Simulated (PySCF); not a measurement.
Input for PySCF: R-BP86/6-31G* on SO2 (SMILES O=S=O), 2S+1 = 1.

```python
from pyscf import gto, scf, dft, mp
from pyscf.data.elements import chemcore

mol = gto.M(
    atom='''
    O    -1.23050770   -0.39238009    0.00000000
    S    -0.00788686    0.36567011    0.00000000
    O     1.24628141   -0.33896014    0.00000000
    ''',
    basis='6-31g*',
    cart=True,
    charge=0, spin=0, verbose=3, max_memory=1800)
mf = dft.RKS(mol, xc='b88,p86')
mf.conv_tol = 1e-8
mf.max_cycle = 100
mf.kernel()
if not mf.converged:
    mf = mf.newton().run(mf.mo_coeff, mf.mo_occ)
```

**Question.** Give the final energy of this run.

**Answer.** -548.6274 hartree.
